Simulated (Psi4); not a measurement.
Pair of molecules, SMILES O with SMILES [C-]#[O+] (the first has 3 atoms); geometry from B3LYP-D3(BJ)/def2-TZVP.
(charge 0, multiplicity 1):
```xyz
5

O      0.296    -0.408    -0.456
H      0.148    -0.301     0.492
H      0.364     0.486    -0.805
C     -0.041    -0.096     2.799
O     -0.091    -0.094     3.921
```

These are SAPT0/jun-cc-pV(D+d)Z in Psi4 values and carry that method's errors.

Problem. Which attractive term is largest, and how does the interaction split up?

Solution. electrostatics -115.5, exchange 149.3, induction -38.8, dispersion -39.2, total -44.2 meV; the largest attraction is electrostatics.
